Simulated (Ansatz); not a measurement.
```yaml
crystal:
  periodic: [false, false, false]
  atoms:
    - {symbol: V, position_ang: [0.000034, -0.000045, 0.006001]}
    - {symbol: S, position_ang: [0.009855, -0.014817, 1.972661]}
    - {symbol: Cl, position_ang: [2.008876, 0.009763, -0.669598]}
    - {symbol: Cl, position_ang: [-1.013481, 1.745122, -0.641425]}
    - {symbol: Cl, position_ang: [-1.005284, -1.740023, -0.667640]}
basis:
  gaussian: {orbitals: def2-SVPD}
hamiltonian: {xc: {name: PBE}, dispersion: d4}
scf: {omitted_lower_state_checks: [starts]}
output: {forces: true}
```

```sh
$ ansatz run in.yaml --threads 4 --pin off --events-out ev --progress --plain --max-ram 3916MiB
```

Shortened log:

```
Functional definition: PBE
1499 factors; their error is unknown
mean field evaluation 1: about -74049.9892 eV, gradient 4.1e1 eV
mean field evaluation 2: about -73996.2175 eV, gradient 1.3e2 eV
mean field evaluation 4: about -74001.7205 eV, gradient 1.8e2 eV
mean field evaluation 8: about -74053.5181 eV, gradient 2.5e-4 eV
mean field -74053.51806271 eV, -2721.4165935272 hartree, gradient 5.6e-6 eV, S^2 0.000000; 0 other end points of the search recorded, 0 dependent functions left out
reference -74053.51811560 eV, -2721.4165954708 hartree; 45, 45 occupied and 97, 97 virtual orbitals, 1499 factors
Total energy: -74053.76358532 eV, -2721.4256163168 hartree
Atom 0 at     0.000034    -0.000045     0.006001 Å, force    -0.003878     0.005795    -0.771602 eV/Å
Atom 1 at     0.009855    -0.014817     1.972661 Å, force     0.006473    -0.009672     1.287833 eV/Å
Atom 2 at     2.008876     0.009763    -0.669598 Å, force     0.527434     0.002555    -0.174684 eV/Å
Atom 3 at    -1.013481     1.745122    -0.641425 Å, force    -0.266091     0.458158    -0.167332 eV/Å
Atom 4 at    -1.005284    -1.740023    -0.667640 Å, force    -0.263939    -0.456835    -0.174215 eV/Å
Dipole moment:     0.000276    -0.000415     0.055244 e Å
Checks for a lower state left out: starts
```

It took 2.5 s on 4 threads of Arm Neoverse V2 on a shared host.

The restricted singlet is unstable towards broken spin symmetry at other levels; at RKS PBE-D4/def2-SVPD this wasn't settled.
